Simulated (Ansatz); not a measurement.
Breaking a bond: B-trichloroborazine, H₃B₃Cl₃N₃, SMILES ClB1NB(Cl)NB(Cl)N1. The N3–H12 bond (N3 also carries B, B; H12 carries nothing else) is varied alone, starting from the PBE0/def2-SVP optimised geometry.

Method: CCSD(T) on UHF/cc-pVDZ, frozen core (Ansatz, an electronic-structure program).

### Question
Relative to R = 1.01 Å, what are the energies at R = 0.89, 1.07, 1.66, 2.45 Å?

### Answer
11.2 kcal/mol at 0.89 Å, 1.3 kcal/mol at 1.07 Å, 71.3 kcal/mol at 1.66 Å, 125.1 kcal/mol at 2.45 Å.

The unrestricted determinant behind UCCSD(T) is spin-contaminated at 1.66 to 2.96 Å (<S²> up to 1.0, against 0.00 for a pure singlet).
